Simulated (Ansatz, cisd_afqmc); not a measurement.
Species: HSiO, charge 1, singlet. HSiO+ (SMILES [OH+]=[Si]).
B3LYP-D3(BJ)/def2-TZVP minimum from Ansatz (an electronic-structure program):
```
O
H 1 0.9669
Si 1 1.5433 2 180.00
```
Charge +1, spin multiplicity 1.

Total energies in cc-pV(D+d)Z, 10 correlated electrons, 6 frozen orbitals. Radicals and triplets start from unrestricted determinants; spin-orbit coupling is neglected. Cores are frozen in correlated methods. No relativity. AFQMC is phaseless with a CISD trial state; ± is one standard error, without the phaseless bias. Outlying blocks are dropped, and bars are widened where a walk drifts. Over all cases where full CI ran beside it in this data, AFQMC minus full CI had a median of +0.1 mEh and passed +0.4 mEh in a tenth of the cases.

```csv
method,program,energy (Eh),minus CCSDTQ (mEh)
HF,Ansatz,-364.13343,275.19
MP2,Ansatz,-364.38351,25.12
CCSD,Ansatz,-364.40012,8.50
CCSD(T),Ansatz,-364.40731,1.31
CCSDT(Q),Ansatz,-364.40874,-0.12
CCSDTQ,Ansatz,-364.40862,0.00
AFQMC/CISD,cisd_afqmc,-364.4088 ± 0.0004,-0.2 ± 0.4
```

Rough core times of Ansatz's runs on a shared machine: CCSD(T) under 20 s, CCSDT(Q) under 20 s, CCSDTQ 4 min.
